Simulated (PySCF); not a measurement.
# Correlation energy of Mo⁺ (molybdenum, charge +1)

[Kr] 4d4 5p1, one real determinant (an excited configuration). Computed with PySCF 2.14 in aug-cc-pwCVTZ-PP with ECP28MDF, with a scalar-relativistic core potential. Frozen: 4s2 4p6; 5 electrons correlated.

MP2 pair energies summed by pair of shells (mhartree):

| pair | energy | share (%) |
| --- | --- | --- |
| 4d-4d | -37.66 | 75.8 |
| 4d-5p | -12.05 | 24.2 |

Total MP2 correlation energy: -49.71 mhartree.

Same-spin part -49.71 and opposite-spin part 0.00 mhartree; SCS-MP2 scales them by 1/3 and 6/5 to -16.57 mhartree.

The reference is one real determinant that mixes LS terms of this configuration.
